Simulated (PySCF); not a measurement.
Species: C₇H₁₀F₂.
Atom-mapped SMILES: `[CH3:1][CH2:2]/[CH:3]=[C:4](/[CH:5]=[CH:6]/[F:7])[CH2:8][F:9]` (hydrogens: H10, H11, H12 on C1; H13, H14 on C2; H15 on C3; H16 on C5; H17 on C6; H18, H19 on C8)

Torsions of this conformer, `[CH3:1][CH2:2]/[CH:3]=[C:4](/[CH:5]=[CH:6]/[F:7])[CH2:8][F:9]`: C1–C2–C3–C4 -108°, C3–C4–C5–C6 173°, C3–C4–C8–F9 -127°.

The closed-shell ground state was solved at several levels (PySCF, density fitting, gas phase, non-relativistic). Geometry: PBE0-D3(BJ)/def2-SVP, one conformer, isolated molecule.

```json
{"level": "wB97X-D/pcSseg-1", "basis functions": "203", "HOMO (eV)": "-8.32", "LUMO (eV)": "0.91", "gap (eV)": "9.23", "dipole (D)": "3.02"}
{"level": "PBE0/pcSseg-1", "basis functions": "203", "HOMO (eV)": "-6.57", "LUMO (eV)": "-0.82", "gap (eV)": "5.75", "dipole (D)": "2.93"}
```

Task: Estimate the row for CAM-B3LYP/def2-SVPD, a basis of 266 functions; the other rows only guide the guess.

Result: HOMO -7.86 eV, LUMO 0.18 eV, gap 8.04 eV, dipole 3.13 D.

Task: Over all these levels, which gives the widest orbital gap and which the narrowest?

Result: wB97X-D/pcSseg-1 (range-separated hybrid) has the widest, 9.23 eV, and PBE0/pcSseg-1 (global hybrid, 25 % exact exchange) the narrowest, 5.75 eV. The two share the basis. From the narrowest to the widest the HOMO moves by -1.75 eV and the LUMO by +1.73 eV.

Task: How far do the dipole and the HOMO energy spread over the levels?

Result: The dipole runs from 2.93 to 3.13 D (mean 3.02 D) and the HOMO from -8.32 to -6.57 eV.
